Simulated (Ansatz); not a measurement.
`C[SiH](F)Br` + NH₃ → `C[SiH](N)Br` + H–F at 600 K and 1 bar (ligand exchange at the Si–F bond).

Gas-phase electronic energies from Ansatz, PBE0-D4/def2-TZVP geometries. CCSD(T)/CBS adds triple-zeta CCSD(T) − MP2 to the extrapolated MP2 energy (def2 sets, frozen cores). This one scheme is used for every species. For Br outer-core shells are correlated without core-valence functions, which leaves a few kJ/mol of doubt a bond. Scalar relativity is left out up to krypton. One conformer a species, not always the lowest.

| species | CCSD(T)/CBS energy (Eh) | H − E (kJ/mol) | S (J/(mol·K)) |
| --- | --- | --- | --- |
| `C[SiH](F)Br` | -3002.78099 | 180.9 | 403.4 |
| NH₃ | -56.50880 | 112.4 | 219.5 |
| `C[SiH](N)Br` | -2958.86440 | 251.4 | 430.9 |
| H–F | -100.39570 | 42.3 | 194.0 |

H − E and S are ideal-gas, rigid-rotor, harmonic terms from PBE0-D4/def2-TZVP, for one conformer and one mirror image of each species. 1 Eh = 2625.50 kJ/mol, R = 8.31446 J/(mol·K).

Problem. By hand: ΔE, ΔH, ΔS and ΔG.

Solution. ΔE = (-2958.86440) + (-100.39570) − (-3002.78099) − (-56.50880) = 0.02969 Eh = 78.0 kJ/mol. Δ(H − E) = 251.4 + 42.3 − 180.9 − 112.4 = 0.4, so ΔH = 78.4 kJ/mol. ΔS = 430.9 + 194.0 − 403.4 − 219.5 = 2.0 J/(mol·K). ΔG = 78.4 − 600 × (2.0)/1000 = 77.2 kJ/mol.

Problem. By hand: the equilibrium constant, and the temperature at which ΔG would vanish if ΔH and ΔS stayed fixed.

Solution. log₁₀ K = −ΔG/(RT ln 10) = -6.7. ΔG = 0 at ΔH/ΔS = 39200 K, far beyond where these terms or the molecules hold.

The number of gas molecules stays the same, so ΔS is small and ΔH decides. A doubt of 5 kJ/mol in ΔE shifts log₁₀ K by 0.4 here. Other conformers and mirror images would add mixing entropy, several J/(mol·K) or more a flexible species. These are equilibria of isolated gas molecules and say nothing of rates. Largest T1 diagnostic: 0.009 (customary marks: 0.02 for closed shells, 0.045 for open ones).
